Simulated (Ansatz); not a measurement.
The first iterations of a band of C2H7BN2 (12 atoms, charge 0, multiplicity 1).

Method: Ansatz 0.2.0, RKS PBE0-D4/def2-SVP.

```yaml
movable_images: 9
climbing_image: yes
spring: 5.0 eV/Å²
optimiser: quadratic models (default)
start_path: through a guess of the saddle point
force_threshold: 0.05 eV/Å
iteration_limit: 60
end_points: relaxed
```

First end point:

```xyz
12
Properties=species:S:1:pos:R:3
C -1.307 0.648 1.011
C -0.101 0.702 0.103
N 1.148 0.084 0.586
B 0.633 -0.495 -0.558
N 0.826 -1.445 -1.556
H -2.232 0.849 0.446
H -1.248 1.396 1.821
H -1.404 -0.344 1.477
H 0.014 1.681 -0.397
H 1.968 0.533 0.970
H 1.642 -2.039 -1.599
H 0.138 -1.627 -2.272
```

Last end point:

```xyz
12
Properties=species:S:1:pos:R:3
C -1.497 0.745 0.975
C -0.228 0.943 0.180
N 1.091 0.492 0.813
B 0.715 -0.151 -0.277
N 1.310 -1.324 -1.099
H -2.395 0.890 0.350
H -1.558 1.468 1.809
H -1.546 -0.265 1.411
H -0.194 1.950 -0.276
H 2.186 -1.618 -0.650
H 1.515 -1.055 -2.065
H 0.679 -2.129 -1.136
```

| iteration | highest image above the first end (eV) | largest band force component (eV/Å) |
| --- | --- | --- |
| 1 | 5.952 | 28.293 |
| 2 | 4.584 | 3.321 |
| 3 | 4.038 | 5.329 |
| 4 | 3.690 | 3.229 |
| 5 | 3.554 | 1.332 |
| 6 | 3.548 | 0.933 |

Q: Does the band converge within its limit, and where does its top end?

A: It converged. It ended after 18 iterations with the highest image 3.561 eV above the first end. The profile has 2 maxima (images 2, 8) with wells between them (image 5): this band takes more than one step, which may be the mechanism or a detour left from its start path. Neighbouring images differ by up to 2.1 eV, so the band resolves the path poorly. A vibrational analysis at the climbing image gives one clearly imaginary mode, 1618i cm⁻¹: a first-order saddle point. The orbitals stay closed-shell, which can raise the energy where a bond breaks towards radicals; this wasn't checked here.

Run time: 2.6 min on 2 threads of AMD EPYC 9R45 96-Core Processor (Zen 5) (shared host), peak memory 0.24 GiB.
